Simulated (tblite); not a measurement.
Compound: C6H9O (doublet state).
Numbering: `[CH2:1]=[CH:2][C:3]([CH:4]=[O:5])[CH2:6][CH3:7]` (hydrogens: H8, H9 on C1; H10 on C2; H11 on C4; H12, H13 on C6; H14, H15, H16 on C7)
Bond orders are those of one Lewis drawing.

Computed with GFN2-xTB (tblite), gas phase: L-BFGS steps from a force-field or distance-geometry start until the largest atomic force falls under 0.01 eV/Å.

Geometry at step 28:
```
atom  x, y, z in Å
C1     -1.6377   -1.5028   -0.0475
C2     -1.3998   -0.2713    0.4617
C3     -0.3859    0.6259    0.0553
C4     -0.4246    1.9845    0.5432
O5      0.4101    2.8445    0.3280
C6      0.7464    0.2063   -0.8201
C7      1.7909   -0.5790   -0.0117
H8     -1.0574   -1.8975   -0.8646
H9     -2.4584   -2.1092    0.2989
H10    -2.0479    0.1072    1.2451
H11    -1.3227    2.2348    1.1430
H12     0.3777   -0.4221   -1.6340
H13     1.2384    1.0830   -1.2469
H14     2.5950   -0.8851   -0.6722
H15     2.2137    0.0535    0.7641
H16     1.3545   -1.4638    0.4462
```

**Question.** What forces act on the atoms?

**Answer.** 
```json
{"atom": "C1", "Fx (eV/Å)": "-0.005", "Fy (eV/Å)": "0.119", "Fz (eV/Å)": "-0.022"}
{"atom": "C2", "Fx (eV/Å)": "-0.005", "Fy (eV/Å)": "0.122", "Fz (eV/Å)": "-0.051"}
{"atom": "C3", "Fx (eV/Å)": "0.020", "Fy (eV/Å)": "0.014", "Fz (eV/Å)": "0.004"}
{"atom": "C4", "Fx (eV/Å)": "-0.017", "Fy (eV/Å)": "-0.076", "Fz (eV/Å)": "0.007"}
{"atom": "O5", "Fx (eV/Å)": "0.082", "Fy (eV/Å)": "-0.055", "Fz (eV/Å)": "-0.099"}
{"atom": "C6", "Fx (eV/Å)": "-0.010", "Fy (eV/Å)": "-0.016", "Fz (eV/Å)": "0.032"}
{"atom": "C7", "Fx (eV/Å)": "0.022", "Fy (eV/Å)": "0.028", "Fz (eV/Å)": "-0.050"}
{"atom": "H8", "Fx (eV/Å)": "-0.006", "Fy (eV/Å)": "-0.033", "Fz (eV/Å)": "0.061"}
{"atom": "H9", "Fx (eV/Å)": "0.101", "Fy (eV/Å)": "0.043", "Fz (eV/Å)": "0.042"}
{"atom": "H10", "Fx (eV/Å)": "-0.090", "Fy (eV/Å)": "-0.076", "Fz (eV/Å)": "-0.047"}
{"atom": "H11", "Fx (eV/Å)": "-0.001", "Fy (eV/Å)": "-0.096", "Fz (eV/Å)": "0.042"}
{"atom": "H12", "Fx (eV/Å)": "0.027", "Fy (eV/Å)": "0.009", "Fz (eV/Å)": "0.000"}
{"atom": "H13", "Fx (eV/Å)": "-0.120", "Fy (eV/Å)": "0.049", "Fz (eV/Å)": "0.076"}
{"atom": "H14", "Fx (eV/Å)": "0.077", "Fy (eV/Å)": "-0.065", "Fz (eV/Å)": "-0.044"}
{"atom": "H15", "Fx (eV/Å)": "-0.047", "Fy (eV/Å)": "-0.007", "Fz (eV/Å)": "0.045"}
{"atom": "H16", "Fx (eV/Å)": "-0.028", "Fy (eV/Å)": "0.040", "Fz (eV/Å)": "0.003"}
```

The largest, 0.15 eV/Å, acts on H13; the rms over all components is 0.056 eV/Å. The forces sum to zero within rounding, as they must for an isolated molecule in no field.

**Question.** Give the force on H13 in Eh/bohr and in nN.

**Answer.** 0.150 eV/Å ÷ 51.422 = 0.00292 Eh/bohr, and 0.150 eV/Å × 1.602 = 0.24 nN.

**Question.** How far is this geometry from the end of the optimisation?

**Answer.** 0.030 eV above it, and 0.099 Å rms away after alignment. The bonds farthest from their final lengths, with half the difference of the two atoms' forces along the bond (positive lengthens):

```
  bond  now (Å)  final (Å)  force along bond (eV/Å)
 C2–C3    1.414      1.408                    -0.03
 C3–C4    1.444      1.440                    -0.04
C7–H14    1.085      1.087                    +0.03
 C1–H9    1.078      1.076                    -0.01
 C3–C6    1.491      1.490                    -0.02
```

The angle farthest from its final value is C3–C6–H13, 110.2° against 108.2°.

The cost below is that of the whole relaxation. Time: 0.53 s of wall time. Hardware: one thread, Arm Neoverse N1 (aarch64), no GPU, shared host with 64 logical CPUs at a one-minute load of 48.
